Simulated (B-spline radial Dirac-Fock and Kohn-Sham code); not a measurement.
**Au³⁺: scattering cross sections and density moments**

System: gold as Au³⁺, 1s2 2s2 2p6 3s2 3p6 3d10 4s2 4p6 4d10 4f14 5s2 5p6 5d6 6s2 (an excited configuration).

Input of the calculation (task.json; shells as n, l, electrons):

```json
{"items": [{
  "Z": 79,
  "q": 3,
  "cfg": [[1, 0, 2], [2, 0, 2], [2, 1, 6], [3, 0, 2], [3, 1, 6], [3, 2, 10], [4, 0, 2], [4, 1, 6], [4, 2, 10], [4, 3, 14], [5, 0, 2], [5, 1, 6], [5, 2, 6], [6, 0, 2]],
  "A": 197,
  "rrms": 5.4371,
  "do": ["scatter"],
  "s": [0.0, 0.09, 0.1, 0.12, 0.15, 0.17, 0.21, 0.25, 0.29, 0.35, 0.41, 0.49, 0.58, 0.68, 0.81, 0.96, 1.14, 1.35, 1.61, 1.91, 2.26, 2.68, 3.18],
  "pz": [0, 0.1, 0.2, 0.3, 0.4, 0.5, 0.6, 0.8, 1.0, 1.2, 1.4, 1.6, 1.8, 2.0, 2.5, 3.0, 4.0, 5.0, 7.0, 10.0, 15.0, 20.0, 30.0, 40.0, 60.0, 100.0],
  "hv_scatter": [2000, 5000, 8047.8, 17479.3, 30000, 100000, 500000, 1000000]
}]}
```

Run with: `python xray_run.py task.json out`

Calculated with a radial finite-basis atomic code, using configuration-average Dirac-Fock orbitals.

```
Sum of ⟨r⟩                          : 39.53 bohr
Sum of ⟨r²⟩                         : 42.61 bohr²
Sum of ⟨1/r⟩                        : 605.22 per bohr
Langevin diamagnetic susceptibility : -33.7 × 10⁻⁶ cm³/mol
Lamb shielding (α²/3)Σ⟨1/r⟩         : 10740 ppm
```

Coherent scattering is the Thomson cross section weighted by f₀², without anomalous dispersion; incoherent scattering is Klein-Nishina weighted by S. The Lamb formula is the non-relativistic shielding expression. Electron correlation is left out.

| hν (keV) | coherent (b) | incoherent (b) | incoherent per electron (b) |
| --- | --- | --- | --- |
| 2 | 3493 | 2.345 | 0.0309 |
| 5 | 2573 | 7.177 | 0.0944 |
| 8.0478 | 1884 | 11.39 | 0.150 |
| 17.4793 | 862.5 | 19.85 | 0.261 |
| 30 | 431.2 | 25.94 | 0.341 |
| 100 | 66.06 | 31.59 | 0.416 |
| 500 | 3.519 | 21.44 | 0.282 |
| 1000 | 0.9179 | 15.89 | 0.209 |

Incoherent scattering overtakes coherent scattering between 100 and 500 keV.
